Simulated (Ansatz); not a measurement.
Process, species as SMILES: CB(C)Br [bromo(dimethyl)borane] -> C[B]C + Br atom (the B-Br bond at the site shown breaks; other sites are not compared here)
Structures are relaxed separately at B3LYP-D3(BJ)/def2-TZVP in Ansatz (an electronic-structure program). Frequencies are from Ansatz.

Wanted: bond dissociation energy (enthalpy at 298 K, with B3LYP-D3(BJ) rigid-rotor harmonic-oscillator terms), in eV. Valence correlation only, unless marked. Open shells are spin-unrestricted. Spin-orbit coupling is left out. The frozen core is the preceding noble-gas configuration, with the filled d and f shells of earlier blocks. Non-relativistic. Basis-set limits of correlation are two-point, X^-3; Hartree-Fock from the larger set. [CCSD(T)-MP2]/basis is that difference in the basis named.

```json
[
 {"level": "HF/cc-pVDZ", "program": "Ansatz", "bond dissociation energy (eV)": "3.48"},
 {"level": "HF/aug-cc-pVQZ", "program": "Ansatz", "bond dissociation energy (eV)": "3.45"},
 {"level": "PBE0/def2-TZVPD", "program": "Ansatz", "bond dissociation energy (eV)": "4.66"},
 {"level": "BHLYP-D4/def2-TZVPD", "program": "Ansatz + dftd4", "bond dissociation energy (eV)": "4.52"},
 {"level": "MP2/cc-pVTZ", "program": "Ansatz", "bond dissociation energy (eV)": "4.82"},
 {"level": "RI-MP2/CBS(cc-pVTZ,cc-pVQZ)", "program": "Ansatz", "bond dissociation energy (eV)": "4.97"}
]
```

Question: Estimate the value at RI-MP2/CBS(aug-cc-pVTZ,aug-cc-pVQZ)+[CCSD(T)-MP2]/aug-cc-pVTZ as computed with Ansatz.

Answer: 4.80 eV, so RI-MP2/CBS(cc-pVTZ,cc-pVQZ) differs from it by 0.17 eV.
